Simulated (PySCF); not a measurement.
Input for PySCF:
```python
from pyscf import gto, scf, dft

mol = gto.Mole()
mol.atom = '''
    Si    0.091158   -0.063731    1.033117
    Cl    1.157743    1.437095   -0.436300
    Cl   -1.212859   -1.417779   -0.414643
'''
mol.basis = '6-31g'
mol.charge = -1
mol.spin = 1
mol.verbose = 4
mol.build()

mf = dft.UKS(mol)
mf.xc = 'pbe0'
mf.kernel()
g = mf.nuc_grad_method()
grad = g.kernel()
```

Problem. What nuclear repulsion energy does PBE0/6-31G, gradient in PySCF give?

Solution. 147.7554 Eh

Problem. Give the Mulliken (on the basis functions themselves) charges in atom order at the level PBE0/6-31G, gradient.

Solution. Si1 0.15, Cl2 -0.57, Cl3 -0.58

Problem. Predict the total energy from PBE0/6-31G, gradient.

Solution. -1209.489033 Ha

These values belong to the state on which the SCF converged, which isn't shown to be the lowest.
